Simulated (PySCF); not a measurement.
## Debugging a PySCF script (SbAs)

```python
from pyscf import gto, dft

mol = gto.M(
    atom='Sb 0 0 0; As 0 0 2.921',
    basis='sbkjc',
    ecp={'Sb': 'sbkjc', 'As': 'sbkjc'},
    charge=0,
    spin=0,
    verbose=4,
)
mf = dft.UKS(mol, xc='bhandhlyp')
mf.diis = False
mf.kernel()
mf.dip_moment()
print('orbital energies (hartree):', [e[max(0, n-3):n+3].round(4) for e, n in zip(mf.mo_energy, mol.nelec)])
```

```bash
$ OMP_NUM_THREADS=1 python input.py
```

The log, shortened:

```
[earlier lines left out]
number electrons alpha = 5  beta = 5
XC functionals = bhandhlyp
    Defined through Gaussian implementation.

grids dens level: 3
tot grids = 42384
init E= -11.0135268388254
cycle= 1 E= -11.4803495181882  delta_E= -0.467  |g|= 0.128  |ddm|= 1.63
cycle= 2 E= -11.2940608357734  delta_E= 0.186  |g|= 0.435  |ddm|= 0.674
cycle= 3 E= -10.2753326816089  delta_E= 1.02  |g|= 0.72  |ddm|= 1.88
cycle= 4 E= -9.43099303713209  delta_E= 0.844  |g|= 0.838  |ddm|= 3.04
cycle= 5 E= -5.94663547542634  delta_E= 3.48  |g|= 0.824  |ddm|= 8.48
cycle= 6 E= -5.85581427741771  delta_E= 0.0908  |g|= 0.847  |ddm|= 10.9
cycle= 7 E= -5.70309833412469  delta_E= 0.153  |g|= 0.767  |ddm|=   11
cycle= 8 E= -5.85405305311745  delta_E= -0.151  |g|= 0.842  |ddm|=   11
cycle= 9 E= -5.70220287495905  delta_E= 0.152  |g|= 0.766  |ddm|=   11
cycle= 10 E= -5.85408802074914  delta_E= -0.152  |g|= 0.842  |ddm|=   11
[30 cycles left out]
cycle= 41 E= -5.70219614871929  delta_E= 0.152  |g|= 0.766  |ddm|=   11
cycle= 42 E= -5.85408830353649  delta_E= -0.152  |g|= 0.842  |ddm|=   11
cycle= 43 E= -5.70219614871928  delta_E= 0.152  |g|= 0.766  |ddm|=   11
cycle= 44 E= -5.85408830353648  delta_E= -0.152  |g|= 0.842  |ddm|=   11
cycle= 45 E= -5.70219614871928  delta_E= 0.152  |g|= 0.766  |ddm|=   11
cycle= 46 E= -5.85408830353648  delta_E= -0.152  |g|= 0.842  |ddm|=   11
cycle= 47 E= -5.70219614871928  delta_E= 0.152  |g|= 0.766  |ddm|=   11
cycle= 48 E= -5.85408830353648  delta_E= -0.152  |g|= 0.842  |ddm|=   11
cycle= 49 E= -5.70219614871929  delta_E= 0.152  |g|= 0.766  |ddm|=   11
cycle= 50 E= -5.85408830353648  delta_E= -0.152  |g|= 0.842  |ddm|=   11
SCF not converged.
SCF energy = -5.85408830353648 after 50 cycles  <S^2> = -1.0658141e-14  2S+1 = 1
Dipole moment(X, Y, Z, Debye):  0.00000, -0.00000, -83.99649
orbital energies (hartree): [array([-1.0971, -1.0631, -0.3887, -0.282 , -0.282 , -0.0433]), array([-1.0971, -1.0631, -0.3887, -0.282 , -0.282 , -0.0433])]
```

Task: Which setting is at fault, why, and what does a mended input give?

Result: The DIIS space (off): without DIIS the plain iteration does not settle within the cycle limit. With this edit
```diff
- mf.diis = False
```
the run finishes: E(SCF) = -11.500105 Eh, 9 cycles, μz(SCF) = -1.04 D.

The bond length is a typed value, not an optimised one. No search for the lowest solution was made.
